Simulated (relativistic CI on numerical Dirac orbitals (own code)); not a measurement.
Transition arrays of Rh²⁶⁺

Computed by Dirac-Coulomb-Breit CI, separate exchange-only KLI orbitals for each configuration, a model potential for QED, valence Slater integrals scaled by 0.9, whole transition arrays (own radial code, finite nucleus).

Configurations in the expansion (outside the closed core [Ne] 3s2): 3p6 3d, 3p6 4f, 3p5 3d2, 3p6 4p, 3p6 5f. Levels of other configurations are missing.

All E1 lines from the levels of 3p6 3d; mean and standard deviation are weighted by gf, and upper levels are sorted by their leading configuration.

| Upper configuration | Lines | Σgf | Mean (eV) | Mean (nm) | σ (eV) | Strongest line (nm) |
| --- | --- | --- | --- | --- | --- | --- |
| 3p6 4f | 3 | 8.9 | 697.09 | 1.779 | 2.94 | 1.785 |
| 3p5 3d2 | 60 | 15.5 | 187.24 | 6.622 | 13.81 | 6.371 |
| 3p6 4p | 3 | 0.3 | 584.47 | 2.121 | 2.81 | 2.117 |
| 3p6 5f | 3 | 2.1 | 930.51 | 1.332 | 3.07 | 1.336 |

Σgf per state of the lower configuration in bins of 0.2 nm over the central range (centre: value): 1.3: 0.21, 1.7: 0.89, 2.1: 0.03, 6.3: 0.85, 6.5: 0.07, 6.7: 0.25, 7.1: 0.18, 7.3: 0.02, 7.7: 0.04, 8.1: 0.10.

Task: How do configuration mixing and the scaling of the Slater integrals move the arrays?

Result: Slater scale 0.9, no configuration mixing: 3p6 4f 696.8 ± 3.0 eV (Σgf 8.3), 3p5 3d2 187.3 ± 13.8 eV (Σgf 15.7), 3p6 4p 584.4 ± 2.8 eV (Σgf 0.3), 3p6 5f 930.4 ± 3.1 eV (Σgf 1.8); Slater scale 1: 3p6 4f 697.2 ± 2.9 eV (Σgf 9.0), 3p5 3d2 190.9 ± 14.2 eV (Σgf 15.8), 3p6 4p 584.5 ± 2.8 eV (Σgf 0.3), 3p6 5f 930.5 ± 3.1 eV (Σgf 2.1); Slater scale 0.8: 3p6 4f 697.0 ± 2.9 eV (Σgf 8.8), 3p5 3d2 183.6 ± 13.4 eV (Σgf 15.2), 3p6 4p 584.5 ± 2.8 eV (Σgf 0.3), 3p6 5f 930.5 ± 3.1 eV (Σgf 2.1). With mixing, levels are counted to their leading configuration, so an array can shrink or vanish into another, and the sums then hold other lines.
